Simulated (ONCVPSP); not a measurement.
## platinum (Pt): one change to an ONCV potential, before and after

Pt, optimised norm-conserving Vanderbilt (ONCV), made with ONCVPSP 4.0.1 (LDA (Perdew-Wang 92), fully relativistic). Core [Kr] 4d10 4f14, reference 5s2 5p6 5d8 6s2. Waves: 5s+6s: rc 1.75 bohr, ncon 3, nbas 8, qcut 8.8 1/bohr, 2 projectors; 5p: rc 1.55 bohr, ncon 5, nbas 8, qcut 11.1 1/bohr, 2 projectors, debl 3.1 Ha; 5d: rc 1.95 bohr, ncon 5, nbas 10, qcut 9.6 1/bohr, 2 projectors, debl 2.3 Ha. Local part: polynomial inside 1.40 bohr (lpopt 5, dvloc0 0 Ha). Core correction: polynomial model core, fcfact 0.45.

Open shells are filled in proportion to 2j + 1.

Change: all radii but the core radius scaled by about 1.11 (s 1.94, p 1.72, d 2.16 bohr); local potential polynomial inside 1.56 bohr (lpopt 5, dvloc0 0 Ha).

Cutoffs: the cutoffs (Ha) at which the residual kinetic energy of the hardest occupied pseudo-wave falls to 1 and 0.1 mHa per electron; they do not see the model core or the augmentation charge, which bear on the density cutoff. Errors are all-electron minus pseudo energies relative to the spin-unpolarised reference configuration.

Q: Predict the effect on cutoff, ghosts and configuration errors.

A: The potential gets softer (41 Ha and 49 Ha → 38 Ha and 45 Ha); of the 4 tests that both files solve, the error grows in 2 and shrinks in 0 by more than 15 % and 0.3 meV (median size 9.8 → 12.1 meV); neither file shows a bound ghost. A larger radius leaves more room for a smooth pseudo-wave, so fewer plane waves are needed.

```tsv
quantity	base	changed
cutoff, loose	41 Ha	38 Ha
cutoff, tight	49 Ha	45 Ha
loose cutoff by channel	s 23 Ha, p 41 Ha, d 20 Ha	s 21 Ha, p 38 Ha, d 19 Ha
bound ghosts	none	none
GHOST(+) flags under 300 eV	none	none
error for 5s2 5p6 5d9 6s1, meV [ΔE -0.96 eV]	-3.9	-3.8
error for 5s2 5p6 5d9 6s0, meV [ΔE 8.60 eV]	-11	-12
error for 5s2 5p6 5d8 6s0, meV [ΔE 28.87 eV]	-8.5	-12
error for 5s1 5p6 5d9 6s1, meV [ΔE 107.78 eV]	-487	-661
rms error of d²Exc/dni dnj with the model core, mHa	2.50	2.41
```
